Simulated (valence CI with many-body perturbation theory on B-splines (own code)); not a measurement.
## Energy levels of Er LXIV

Method: valence CI with perturbative core correlation (CI+MBPT): three valence electrons over a frozen Dirac-Fock core [He], radial functions for each j: 11 s, 11 p, 10 d, 8 f, 5 g, 2 h, with the one-electron correlation potential Σ1 (screened to all orders), the two-electron term Σ2, the three-electron term Σ3, Breit, model QED; selected single and double excitations, second order for the rest, scaled by the run's own slope (own B-spline code, finite nucleus).

The last digits are not significant, and no measured levels were compared; by estimate large intervals hold to a few tenths of a per cent, small ones and those within an open d or f shell to about a per cent.

Levels 46 to 90 of 165, with energies above the lowest level, (2s^2 2p1/2) J=1/2. "Leading %" is the weight of the configuration and term that name the level; weights of strongly mixed levels are sums over their largest components and can fall short, so below about 35 % the name and the second component can differ from the true leading terms, or belong to a minority configuration. In the jj column 3d3/2^4 stands for four electrons in 3d with j = 3/2. Lifetimes count E1, E2, E3, M1 and M2 decay at the calculated energies, and are blank where another channel may lead or the interval is too uncertain; long ones can be off by a factor of two.

```tsv
No.	Configuration	Term	J	E (eV)	Leading %	Lifetime	Leading jj	g
46	2s 2p 3p	4P	3/2	9978	46	8.39 fs	2s 2p3/2 3p1/2 (100 %)	1.626
47	2s 2p 3p	2D	5/2	9980	44	3.28 fs	2s 2p3/2 3p1/2 (100 %)	1.310
48	2s 2p 3s	2P°	1/2	9981	90	3.95 fs	2s 2p3/2 3s (100 %)	0.823
49	2s 2p 3s	2P°	3/2	9986	82	8.09 fs	2s 2p3/2 3s (99 %)	1.377
50	2s 2p 3p	2P	1/2	10059	49	3.34 fs	2s 2p3/2 3p1/2 (98 %)	1.251
51	2s 2p 3p	2D	3/2	10060	61	4.92 fs	2s 2p3/2 3p1/2 (99 %)	0.968
52	2p2 3s	4P	3/2	10145	85	9.25 fs	2p1/2 2p3/2 3s (98 %)	1.646
53	2p2 3s	2P	1/2	10153	65	4.66 fs	2p1/2 2p3/2 3s (96 %)	1.294
54	2p2 3s	2D	5/2	10161	63	8.38 fs	2p1/2 2p3/2 3s (97 %)	1.312
55	2p2 3s	2D	3/2	10170	63	4.93 fs	2p1/2 2p3/2 3s (98 %)	0.970
56	2p2 3p	4P°	1/2	10203	48	1.66 fs	2p1/2 2p3/2 3p1/2 (99 %)	1.735
57	2p2 3p	4D°	3/2	10209	55	1.63 fs	2p1/2 2p3/2 3p1/2 (99 %)	1.130
58	2p2 3p	2F°	5/2	10222	49	1.63 fs	2p1/2 2p3/2 3p1/2 (99 %)	1.048
59	2s 2p 3p	4D	7/2	10253	100	395 fs	2s 2p3/2 3p3/2 (100 %)	1.404
60	2p2 3p	2P°	3/2	10263	43	2.08 fs	2p1/2 2p3/2 3p1/2 (99 %)	1.309
61	2s 2p 3p	2P	3/2	10265	53	3.71 fs	2s 2p3/2 3p3/2 (98 %)	1.479
62	2s 2p 3p	4P	5/2	10282	52	3.96 fs	2s 2p3/2 3p3/2 (98 %)	1.391
63	2s 2p 3p	2S	1/2	10287	48	2.09 fs	2s 2p3/2 3p3/2 (97 %)	1.375
64	2s 2p 3d	4D°	5/2	10320	45	900 as	2s 2p3/2 3d3/2 (98 %)	1.221
65	2s 2p 3d	4D°	3/2	10325	42	838 as	2s 2p3/2 3d3/2 (98 %)	1.322
66	2s 2p 3d	4F°	7/2	10327	47	939 as	2s 2p3/2 3d3/2 (95 %)	1.212
67	2s 2p 3d	4P°	1/2	10329	83	954 as	2s 2p3/2 3d3/2 (99 %)	2.183
68	2s 2p 3p	2D	5/2	10343	73	4.78 fs	2s 2p3/2 3p3/2 (99 %)	1.253
69	2s 2p 3p	2P	3/2	10360	58	5.17 fs	2s 2p3/2 3p3/2 (99 %)	1.220
70	2s 2p 3p	2S	1/2	10363	61	80.0 fs	2s 2p3/2 3p3/2 (99 %)	1.723
71	2s 2p 3d	4F°	9/2	10382	100	10.8 ps	2s 2p3/2 3d5/2 (100 %)	1.312
72	2s 2p 3d	2D°	3/2	10393	59	1.05 fs	2s 2p3/2 3d3/2 (66 %)	0.974
73	2s 2p 3d	2D°	5/2	10404	48	1.34 fs	2s 2p3/2 3d5/2 (66 %)	1.166
74	2s 2p 3d	2F°	5/2	10408	52	750 as	2s 2p3/2 3d3/2 (66 %)	1.069
75	2s 2p 3d	2F°	7/2	10413	49	635 as	2s 2p3/2 3d5/2 (95 %)	1.259
76	2s 2p 3d	2P°	1/2	10413	66	711 as	2s 2p3/2 3d3/2 (90 %)	0.608
77	2s 2p 3d	2D°	3/2	10427	46	799 as	2s 2p3/2 3d5/2 (66 %)	1.090
78	2s 2p 3d	2P°	1/2	10437	91	939 as	2s 2p3/2 3d5/2 (89 %)	0.747
79	2s 2p 3d	2F°	7/2	10474	71	2.53 fs	2s 2p3/2 3d5/2 (95 %)	1.177
80	2s 2p 3d	2D°	5/2	10490	57	675 as	2s 2p3/2 3d5/2 (88 %)	1.165
81	2s 2p 3d	2P°	3/2	10494	72	895 as	2s 2p3/2 3d5/2 (97 %)	1.270
82	2p2 3p	4D°	5/2	10501	45	2.16 fs	2p1/2 2p3/2 3p3/2 (91 %)	1.386
83	2p2 3p	2P°	1/2	10506	36	2.92 fs	2p1/2 2p3/2 3p3/2 (98 %)	1.568
84	2p2 3p	2D°	3/2	10513	51	2.83 fs	2p1/2 2p3/2 3p3/2 (96 %)	1.130
85	2p2 3p	2F°	7/2	10520	61	3.41 fs	2p1/2 2p3/2 3p3/2 (94 %)	1.216
86	2p2 3p	4S°	3/2	10534	32	2.95 fs	2p1/2 2p3/2 3p3/2 (100 %)	1.407
87	2p2 3p	2D°	5/2	10545	64	2.78 fs	2p1/2 2p3/2 3p3/2 (97 %)	1.172
88	2p2 3d	4F	3/2	10554	43	2.72 fs	2p1/2 2p3/2 3d3/2 (100 %)	0.921
89	2p2 3d	4F	5/2	10556	53	7.11 fs	2p1/2 2p3/2 3d3/2 (99 %)	0.957
90	2p2 3d	4D	1/2	10560	79	5.10 fs	2p1/2 2p3/2 3d3/2 (100 %)	0.241
```
